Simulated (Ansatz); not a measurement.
Geometry optimisation, RKS PBE0-D4/cc-pVDZ in Ansatz.

Input:

```yaml
crystal:
  periodic: [false, false, false]
  atoms:
    - { symbol: Si, position_ang: [-1.153039, 0.625982, -0.205384] }
    - { symbol: H, position_ang: [-1.202082, -0.711299, 2.176666] }
    - { symbol: H, position_ang: [-1.364324, 1.443203, -1.445581] }
    - { symbol: H, position_ang: [-2.412317, -0.083448, 0.161516] }
    - { symbol: Cl, position_ang: [-0.581698, 2.025271, 1.2256] }
    - { symbol: H, position_ang: [-0.653792, -0.987419, 1.829121] }
    - { symbol: "N", position_ang: [0.175987, -0.559895, -0.301611] }
    - { symbol: C, position_ang: [1.53671, -0.162122, -0.625845] }
    - { symbol: H, position_ang: [-0.100156, -1.433129, -0.747595] }
    - { symbol: H, position_ang: [1.842421, 0.659866, 0.04337] }
    - { symbol: H, position_ang: [1.689534, 0.186025, -1.667214] }
    - { symbol: H, position_ang: [2.222857, -1.003033, -0.443044] }
basis:
  gaussian: { orbitals: cc-pVDZ }
hamiltonian:
  xc: pbe0
  dispersion: d4
relax:
  f_tol: 0.03
  max_steps: 50
```

Run as:

```bash
$ ansatz run input.yaml --threads 2 --pin off --max-ram 3072MiB --backend cpu --events-out ev --progress --plain --runs-dir out
```

Q: Where does it end, and by what steps?

A: The forces met the threshold. The force dipped under the threshold on the way, but the program's further checks kept it going. After 26 steps the energy has fallen by 0.358 eV; H2 moved furthest, 1.65 Å.

```
step  energy less start (eV)  largest force component (eV/Å)  accepted
   0                  0.0000                           1.896       yes
   1                 -0.1612                           0.473       yes
   2                 -0.2130                           0.294       yes
   3                 -0.2460                           0.303       yes
   4                 -0.2570                           0.430       yes
   5                 -0.2618                           0.504       yes
   6                 -0.2682                           0.437       yes
   7                 -0.2809                           0.185       yes
   8                 -0.2820                           0.200       yes
   9                 -0.2900                           0.269       yes
  10                 -0.2950                           0.197       yes
  11                 -0.3008                           0.086       yes
  12                 -0.2938                           0.988        no
  13                 -0.3010                           0.147       yes
  14                 -0.3159                           0.116       yes
  15                 -0.3200                           0.363       yes
  16                 -0.3341                           0.180       yes
  17                 -0.3451                           0.109       yes
  18                 -0.3314                           0.571        no
  19                 -0.3498                           0.056       yes
  20                 -0.3499                           0.366       yes
  21                 -0.3549                           0.087       yes
  22                 -0.3563                           0.141       yes
  23                 -0.3566                           0.070       yes
  24                 -0.3572                           0.035       yes
  25                 -0.3574                           0.016       yes
  26                 -0.3576                           0.020       yes
```

```xyz
12
Properties=species:S:1:pos:R:3
Si -1.174 0.990 -0.524
H -0.006 -1.791 2.514
H -0.681 2.112 -1.374
H -2.561 0.545 -0.840
Cl -1.240 1.772 1.436
H -0.243 -1.101 2.290
N -0.117 -0.357 -0.716
C 1.327 -0.256 -0.605
H -0.478 -1.255 -0.408
H 1.658 0.719 -0.993
H 1.818 -1.033 -1.213
H 1.697 -0.345 0.432
```

Run time: 2.3 min on 2 threads of Arm Neoverse N1, with other jobs on the host, peak memory 0.23 GiB.
